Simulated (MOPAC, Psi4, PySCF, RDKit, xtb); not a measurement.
Two geometries of SMILES CO[SiH2]C#N (C2H5NOSi), relaxed at B3LYP-D3(BJ)/def2-SVP with one dihedral held; other torsions can differ between them too.

Structure A

```
10

C     -1.6416     0.1908     0.0668
O     -0.7068    -0.8242     0.3758
Si     0.9281    -0.6694     0.5232
C      1.3648    -0.2611     2.2943
N      1.6239    -0.0081     3.3974
H     -1.8874     0.7928     0.9590
H     -2.5650    -0.2853    -0.2952
H     -1.2672     0.8699    -0.7206
H      1.5557    -1.9741     0.2229
H      1.4587     0.4364    -0.3185
```

Structure B

```
10

C     -1.6120     0.1915     0.0700
O     -0.6821    -0.8438     0.3306
Si     0.9479    -0.6526     0.5029
C      1.2711     0.5021     1.9392
N      1.4377     1.2332     2.8257
H     -1.6079     0.9507     0.8722
H     -2.6166    -0.2527     0.0158
H     -1.4009     0.6951    -0.8908
H      1.5306    -1.9705     0.8286
H      1.5849    -0.0206    -0.6830
```

Problem. Which is lower in energy at the level DF-MP2 (frozen core)/cc-pVTZ // B3LYP-D3(BJ)/def2-SVP in Psi4 1.11, and by how much?

Solution. B is lower, by 0.84 kcal/mol (dihedral C1–O2–Si3–C4: 90° in A, 60° in B).

E(B) − E(A) in kcal/mol at the other levels, on the same two geometries: MMFF94 // B3LYP-D3(BJ)/def2-SVP (RDKit) -1.03; PBE0/def2-TZVP // B3LYP-D3(BJ)/def2-SVP (Psi4) -0.60; PBE0-D3(BJ)/def2-TZVP // B3LYP-D3(BJ)/def2-SVP (Psi4) -0.71; PBE/def2-TZVP // B3LYP-D3(BJ)/def2-SVP (Psi4) -0.61; PBE-D3(BJ)/def2-TZVP // B3LYP-D3(BJ)/def2-SVP (Psi4) -0.73; M06-2X/def2-TZVP // B3LYP-D3(BJ)/def2-SVP (Psi4) -0.81; HF/cc-pVTZ // B3LYP-D3(BJ)/def2-SVP (Psi4) -0.50; UFF // B3LYP-D3(BJ)/def2-SVP (RDKit) -2.34; PM7, restricted, heats of formation // B3LYP-D3(BJ)/def2-SVP (MOPAC) -0.40; PM3, restricted, heats of formation // B3LYP-D3(BJ)/def2-SVP (MOPAC) -0.45; GFN1-xTB // B3LYP-D3(BJ)/def2-SVP (xtb) 0.22; restricted B3LYP/6-31G*, spherical d // B3LYP-D3(BJ)/def2-SVP (PySCF) -0.65; restricted B3LYP/LANL2DZ, with its core potentials past Ne // B3LYP-D3(BJ)/def2-SVP (PySCF) -0.54; restricted M06-2X/6-31G*, spherical d // B3LYP-D3(BJ)/def2-SVP (PySCF) -0.93.

MMFF94 has few fitted parameters for silicon.
